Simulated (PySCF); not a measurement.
Computed IR spectrum (relative IR intensity) of a molecule C2H11NSi3. Geometry: PBE0-D3(BJ)/def2-SVP. The values are those of a single conformer. Calculation: PBE0-D3(BJ)/def2-SVP (PySCF). Frequencies are harmonic and unscaled.

Lines under 2 % of the strongest are left out, and lines within 2 cm⁻¹ are merged.

```csv
ν (cm⁻¹),relative intensity
471,11
499,25
596,11
609,6.4
688,2.2
699,20
713,3.9
725,11
818,76
852,20
878,100
911,7.0
967,7.2
979,39
989,14
1057,7.8
1123,45
1476,2.9
2179,64
2192,41
2198,56
2220,22
2234,33
3046,11
3050,2.5
3137,7.1
3139,5.8
3625,11
```

Task: Pick the molecule that these values belong to.
(A) C[Si@H]1[SiH2]CN1[SiH3]
(B) CC[Si@H]1N[SiH2][SiH2]1
(C) [SiH3]/N=C\C([SiH3])[SiH3]
(D) [SiH3]C[Si@H]1C[SiH2]N1

Result: B, CC[Si@H]1N[SiH2][SiH2]1
